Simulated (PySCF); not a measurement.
Atoms are numbered as in `[CH3:1][C:2]1=[CH:3][CH:4]=[CH:5][Si@@H:6]1[NH2:7]` (H(Xn): hydrogen on atom n).

PySCF 2.14 calculation with shieldings: GIAO KT3/pcSseg-1 and geometry: PBE0-D3(BJ)/def2-SVP; fast rotation and ring inversion assumed for equivalent nuclei, non-relativistic Hamiltonian, no solvent, a single conformation.

Shifts are taken against calculated references (same method and geometry level): ¹³C, ¹H, ²⁹Si vs TMS; ¹⁵N vs NH3.

```
 atoms  nucleus  count  δ (ppm)
    C3      ¹³C      1    135.3
    C5      ¹³C      1    116.7
   Si6     ²⁹Si      1    -25.2
    N7      ¹⁵N      1      7.3
 H(C4)       ¹H      1     6.74
    C1      ¹³C      1        ?
 H(C5)       ¹H      1     5.52
 H(C3)       ¹H      1     6.28
H(Si6)       ¹H      1     4.70
    C2      ¹³C      1        ?
    C4      ¹³C      1        ?
 H(C1)       ¹H      3        ?
 H(N7)       ¹H      2     0.12
```

Problem. Fill in the missing shifts.

Solution. 
- C4: 144.9 ppm, alkene CH; an sp2 carbon of a C=C bond
- C2: 138.3 ppm, fully substituted alkene carbon; as expected for a trigonal carbon in a double bond
- C1: 20.6 ppm, allylic methyl carbon; saturated and bonded to C and H only
- H(C1): 1.98 ppm, hydrogen on an allylic methyl carbon; allylic position

The OH or NH signal is concentration- and solvent-dependent in practice; the value given is the gas-phase one. Shifts are as computed, not scaled to solution data. Of 1211 compounds with measured shifts, 218 miss one by over three times the rms of a fit or turn the order of signals round; such compounds aren't used in these exercises. Experimental scales use liquid or dissolved standards, which lie at an offset from isolated NH3 (liquid NH3: subtract about 20 ppm).
